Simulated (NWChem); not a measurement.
# H$_{2}$SO$_{4}$, triplet; SMILES of the neutral closed-shell parent O=S(=O)(O)O

```xyz
7

O      1.3847    -0.0604     0.7675
S     -0.0001     0.4178    -0.0293
O      0.0001    -0.7192    -1.0846
O     -0.0004     1.4068    -1.2279
O     -1.3841    -0.0622     0.7682
H      1.7814    -0.7676     0.2251
H     -1.7808    -0.7690     0.2254
```
Atoms are numbered in this order, from 1.

Computed with NWChem. Pople sets run with spherical d functions. Spin-unrestricted. Geometry: optimised at PBE0/def2-SVP, spin-unrestricted. This spin state was assumed; another may lie lower. No stability test was run on the SCF state. Level: B3LYP/6-31G* with SMD (1 M gas to 1 M solution), gas-phase geometry. Reactions with the solvent are ignored.

Question: Order these by “cavity-dispersion-structure term (kcal/mol)”, lowest first: 1-octanol; water; n-hexane; 2-propanol.

Answer: n-hexane (-1.9), water (1.1), 2-propanol (1.7), 1-octanol (3.0)
